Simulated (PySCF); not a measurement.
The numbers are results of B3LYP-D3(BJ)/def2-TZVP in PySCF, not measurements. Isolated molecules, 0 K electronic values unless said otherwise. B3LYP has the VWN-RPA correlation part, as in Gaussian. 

Reference species (SMILES): `[Cl][SnH2][Cl]` (neutral, multiplicity 1).

- HOMO = -8.68 eV
- HOMO–LUMO gap = 6.84 eV

Changed species: `[SnH4]` (0 of 4 H replaced by Cl; the reference has 2 of 4 H replaced by Cl).

**Question.** Give the shifts of the HOMO and HOMO–LUMO gap.

**Answer.** the HOMO falls by 0.29 eV, to -8.97 eV; the HOMO–LUMO gap goes up by 2.39 eV, to 9.23 eV.
